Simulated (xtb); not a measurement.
H$_{4}$P$_{2}$, triplet, at a GFN2-xTB geometry (a higher spin typed on purpose: for a closed-shell molecule this is an excited state). Base run: GFN2-xTB (xtb 6.7.1).

xtb was given this input:
```
$ xtb mol.xyz --gfn 2 --uhf 2 --json

# file mol.xyz
6

P     -1.22513273    -0.18858373     0.40247436
P      1.15923065     0.20673919    -0.32030056
H     -1.60413451     1.03387345    -0.14579888
H     -1.45834842    -0.84719140    -0.80534801
H      1.54695439    -0.87997430     0.45161677
H      2.50405968     0.42096026    -0.73307690
```

Each row names what was changed in the base input (with any setting that the change needs).

| change | ΔE vs base (kcal/mol) | dipole (D) | G_solv (kcal/mol) | SCF cycles |
|---|---|---|---|---|
| base | 0.000 | 1.11 | - | 11 |
| gbsa = toluene | -4.11 | 1.20 | -4.13 | 12 |
| etemp = 10000 | -26.73 | 0.90 | - | 11 |
| acc = 30 | 0.000 | 1.11 | - | 8 |
| alpb = acetone | -4.33 | 1.30 | -4.51 | 12 |
| file = coord | 0.000 | 1.11 | - | 11 |
| gbsa = thf | -6.11 | 1.37 | -6.47 | 12 |
| etemp = 3000 | -0.305 | 1.03 | - | 11 |

ALPB and GBSA are two models with their own fitted parameters for each solvent, which aren't always the measured dielectric constant.
